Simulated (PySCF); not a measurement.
Species: C5H11NO.
Atom-mapped SMILES: `[CH3:1][CH2:2][C:3](=[O:4])[N:5]([CH3:6])[CH3:7]` (hydrogens: H8, H9, H10 on C1; H11, H12 on C2; H13, H14, H15 on C6; H16, H17, H18 on C7)

Computed geometry: GFN2-xTB, gas phase.

What internal coordinates does the optimisation give?

```csv
bond,length (Å),order
C1–C2,1.523,single
C2–C3,1.520,single
C3=O4,1.216,double
C3–N5,1.359,single
N5–C6,1.443,single
N5–C7,1.446,single
"C1–H8, C1–H9, C1–H10",1.087,single
"C2–H11, C2–H12",1.093,single
"C6–H13, C6–H14, C6–H15",1.091,single
"C7–H16, C7–H17, C7–H18",1.091,single
```

Bonds in one row agree within 0.01 Å and their mean is given. Orders are formal, as drawn. A selection of angles:
```csv
angle,degrees
C2–C1–H8,110.1
C2–C1–H10,110.6
H8–C1–H9,107.8
H8–C1–H10,109.0
C1–C2–C3,111.0
C1–C2–H11,110.0
C3–C2–H11,109.1
H11–C2–H12,107.8
C2–C3–O4,122.6
C2–C3–N5,115.5
O4–C3–N5,121.8
C3–N5–C6,123.9
C3–N5–C7,119.2
C6–N5–C7,117.0
N5–C6–H13,111.5
N5–C6–H14,108.7
H13–C6–H14,108.3
N5–C7–H16,110.6
N5–C7–H18,107.7
H16–C7–H17,109.3
```

Torsions: C1–C2–C3–O4 -2° (synperiplanar); C2–C3–N5–C6 0° (synperiplanar). The mirror-image conformer, all signs reversed, is as good.

Of the pairs four or more bonds apart, O4···H18 is among the closest relative to their van der Waals radii: 2.21 Å, 81 % of the sum of Bondi's values. The C–N distances run from 1.359 Å (C3–N5, drawn single) to 1.446 Å (N5–C7, drawn single), a spread of 0.087 Å. N5 (amide nitrogen) is planar (angles 123.9°, 119.2° and 117.0°, sum 360.0°, 0.01 Å off the plane of its three neighbours). The 7 heavy atoms lie in one plane (0.011 Å rms).

Point group: near Cs, missed by 0.13 Å at most; the miss may be what the optimiser left on a soft mode. GFN2-xTB frequencies: not computed here. One conformer, not necessarily the lowest.
